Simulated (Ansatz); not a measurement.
Geometry optimisation, RKS PBE0-D4/STO-3G in Ansatz.

Input:

```yaml
crystal:
  periodic: [false, false, false]
  atoms:
    - { symbol: Si, position_ang: [0.0, 0.0, 0.0] }
    - { symbol: O, position_ang: [0.0, 0.0, 1.68] }
    - { symbol: Si, position_ang: [-1.3147, -0.4067, 2.6436] }
    - { symbol: H, position_ang: [-2.239, -1.2403, 1.8804] }
    - { symbol: H, position_ang: [-0.8506, -1.1432, 3.8157] }
    - { symbol: H, position_ang: [-1.9987, 0.8095, 3.0733] }
    - { symbol: H, position_ang: [1.3768, 0.0, -0.4862] }
    - { symbol: H, position_ang: [-0.6877, 1.1914, -0.4862] }
    - { symbol: "N", position_ang: [-0.8572, -1.4851, -0.6061] }
    - { symbol: H, position_ang: [-1.3922, -2.1014, 0.0704] }
    - { symbol: H, position_ang: [-0.8219, -1.7344, -1.6357] }
basis:
  gaussian: { orbitals: STO-3G }
hamiltonian:
  xc: pbe0
  dispersion: d4
relax:
  f_tol: 0.02
  max_steps: 40
```

Command:

```bash
$ ansatz run input.yaml --threads 1 --pin off --max-ram 2048MiB --backend cpu --events-out ev --progress --plain --runs-dir out
```

Task: Where does it end, and by what steps?

Result: The forces met the threshold. Limits of this set-up: minimal basis. After 16 steps the energy has fallen by 0.614 eV; H10 moved furthest, 1.05 Å.

```csv
step,energy less start (eV),largest force component (eV/Å),accepted
0,0.0000,2.074,yes
1,-0.2691,1.049,yes
2,-0.3167,0.287,yes
3,-0.3842,0.617,yes
4,-0.4012,1.295,yes
5,-0.4829,0.242,yes
6,-0.5198,0.219,yes
7,-0.5136,1.439,no
8,-0.5460,0.390,yes
9,-0.5657,0.679,yes
10,-0.5814,0.924,yes
11,-0.6029,0.565,yes
12,-0.5894,0.697,no
13,-0.6130,0.181,yes
14,-0.6136,0.042,yes
15,-0.6137,0.035,yes
16,-0.6138,0.012,yes
```

```xyz
11
Properties=species:S:1:pos:R:3
Si -0.074 -0.026 0.013
O 0.160 -0.400 1.650
Si -1.227 -0.499 2.619
H -2.118 -1.561 2.196
H -0.781 -0.775 3.964
H -1.988 0.735 2.609
H 1.252 0.134 -0.532
H -0.865 1.180 -0.133
N -0.886 -1.262 -0.933
H -1.859 -1.453 -0.612
H -0.399 -2.184 -0.892
```

Whether the end is a true minimum wasn't checked by a vibrational analysis.

Run time: 36 s on 1 thread of Arm Neoverse V2 (shared host), peak memory 0.12 GiB.
